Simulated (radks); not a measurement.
The numbers below are computed, except where a source is named.
Ionisation of neutral gallium, [Ar] 3d10 4s2 4p1, to Ga+, [Ar] 3d10 4s2, under several functionals. Scalar-relativistic Kohn-Sham, spin-unpolarised, spherical densities, finite nucleus; a radial shooting solver on a logarithmic mesh with Libxc functionals.

functional,E(Ga) (hartree),Exc (hartree),IE (eV),-e(HOMO) (eV),<r> HOMO (bohr),IE error (eV)
"LDA (Slater exchange, VWN5 correlation)",-1941.12412,-72.61819,5.882,2.732,3.375,-0.117
exchange-only PBE,-1942.47824,-73.97676,5.113,2.063,3.648,-0.886
"LDA (Slater exchange, Perdew-Wang correlation)",-1941.11141,-72.60508,5.883,2.733,3.375,-0.117
HCTH/407,-1945.21422,-76.88802,5.791,2.718,3.534,-0.208
RPBE,-1944.14545,-75.69042,5.632,2.542,3.473,-0.367
PBE,-1943.92721,-75.46756,5.688,2.579,3.426,-0.311
XLYP,-1944.61378,-76.15805,5.707,2.546,3.466,-0.293
r2SCAN,-1944.24005,-75.76520,5.559,2.535,3.333,-0.440
exchange-only B88,-1942.83634,-74.34594,5.066,2.015,3.584,-0.934
AM05,-1941.27258,-72.77173,5.638,2.533,3.408,-0.362
OLYP,-1944.75957,-76.38147,5.460,2.367,3.543,-0.539

NIST Atomic Spectra Database: 5.999 eV (measured). Closest: LDA (Slater exchange, Perdew-Wang correlation). The Delta-SCF values span 0.82 eV, the total energies 4.10 hartree. The highest occupied level is 4p. Spin polarisation and multiplet splitting are left out, so open shells lie too high by an amount that depends on their filling.

Beside tabulated values, note that spin-unpolarised runs miss the spin-polarisation part of the exchange energy of open shells.
